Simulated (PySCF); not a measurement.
Geometries of 2 isomers of C5H8F2Si, from PySCF, PBE0-D3(BJ)/def2-SVP geometry optimisation, gas phase. One conformer each, no zero-point energy, no frequencies.

**Question.** Which is lower in electronic energy at this level?
A.
```xyz
16
angstrom
F      2.704    1.100   -0.817
C      1.997   -0.024   -0.541
F      2.819   -0.859    0.141
C      0.788    0.301    0.298
C     -0.188    1.226   -0.384
C     -1.489    0.904   -0.405
C     -1.952   -0.373    0.246
Si    -0.314   -1.199    0.735
H      1.741   -0.502   -1.504
H      1.187    0.769    1.217
H      0.181    2.153   -0.835
H     -2.221    1.569   -0.877
H     -2.560   -0.984   -0.442
H     -2.597   -0.167    1.119
H      0.012   -2.377   -0.126
H     -0.217   -1.606    2.166
```
B.
```xyz
16
angstrom
F      2.919   -0.807    0.397
C      2.080   -0.104   -0.416
F      2.780    0.938   -0.946
Si     0.583    0.550    0.590
C     -0.715    1.232   -0.605
C     -1.671    0.068   -0.695
C     -1.542   -0.957    0.162
C     -0.442   -0.922    1.193
H      1.792   -0.771   -1.251
H      1.111    1.483    1.626
H     -1.216    2.137   -0.216
H     -0.296    1.513   -1.585
H     -2.468    0.075   -1.446
H     -2.233   -1.806    0.129
H     -0.844   -0.778    2.212
H      0.138   -1.860    1.223
```

**Answer.** A. That is `FC(F)[C@H]1C=CC[SiH2]1`, 5.6 kcal/mol below the other.

```json
{"SMILES": "FC(F)[C@H]1C=CC[SiH2]1", "atoms numbered as above": "[F:1][CH:2]([F:3])[C@H:4]1[CH:5]=[CH:6][CH2:7][SiH2:8]1", "E (Eh)": "-683.59767", "relative (kcal/mol)": "0.0", "relative (kJ/mol)": "0.0", "dipole (D)": "2.50"}
{"SMILES": "FC(F)[SiH]1CC=CC1", "atoms numbered as above": "[F:1][CH:2]([F:3])[SiH:4]1[CH2:5][CH:6]=[CH:7][CH2:8]1", "E (Eh)": "-683.58881", "relative (kcal/mol)": "5.6", "relative (kJ/mol)": "23.3", "dipole (D)": "2.33"}
```
